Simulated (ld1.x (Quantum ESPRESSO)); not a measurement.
# carbon (C): one change to a TM potential, before and after

```json
{
  "Element": "C (Z = 6)",
  "Generator": "ld1.x (Quantum ESPRESSO) 7.5",
  "Type": "norm-conserving Troullier–Martins (Kleinman–Bylander form)",
  "Functional": "PW91",
  "Relativity": "scalar-relativistic",
  "Frozen core": "[He]",
  "Valence charge": "4",
  "Reference configuration": "2s2 2p2",
  "Partial waves": "2s (bound): rc 1.00 bohr; 2p (bound): rc 3.10 bohr",
  "Local potential": "all-electron potential smoothed inside 1.30 bohr (lloc = -1)",
  "Core correction": "none"
}
```

Change: all radii scaled by about 0.90 (s 0.90, p 2.78 bohr); local potential all-electron potential smoothed inside 1.16 bohr (lloc = -1).

Cutoffs: the cutoffs (Ry, on a coarse ladder) from which the occupation-weighted sum of valence levels, in a spherical-Bessel basis at the reference potential, stays within 10 and 1 mRy of its value at 400 Ry; they do not see the model core or the augmentation charge, which bear on the density cutoff. Errors are all-electron minus pseudo energies relative to the spin-unpolarised reference configuration.

Problem. Predict the effect on cutoff, ghosts and configuration errors.

Solution. The potential gets harder (35 Ry and 90 Ry → 40 Ry and 110 Ry); of the 7 tests that both files solve, the error grows in 0 and shrinks in 7 by more than 15 % and 0.3 meV (median size 140.2 → 80.1 meV); neither file shows a bound ghost. A smaller radius makes the pseudo-wave follow the all-electron one further in, where it bends more sharply, so more plane waves are needed. Less of the atom is replaced, so other configurations are described better.

| quantity | base | changed |
| --- | --- | --- |
| cutoff, loose | 35 Ry | 40 Ry |
| cutoff, tight | 90 Ry | 110 Ry |
| bound ghosts | none | none |
| error for 2s2 2p1, meV [ΔE 10.93 eV] | +157 | +108 |
| error for 2s2 2p0, meV [ΔE 35.16 eV] | +1256 | +917 |
| error for 2s1 2p0, meV [ΔE 83.42 eV] | +2392 | +1775 |
| error for 2s2 2p2.3, meV [ΔE -1.17 eV] | +2.7 | +1.7 |
| error for 2s1 2p3, meV [ΔE 8.47 eV] | -35 | -19 |
| error for 2s0 2p4, meV [ΔE 16.95 eV] | -140 | -80 |
| error for 2s2 2p1.5, meV [ΔE 3.99 eV] | +24 | +16 |
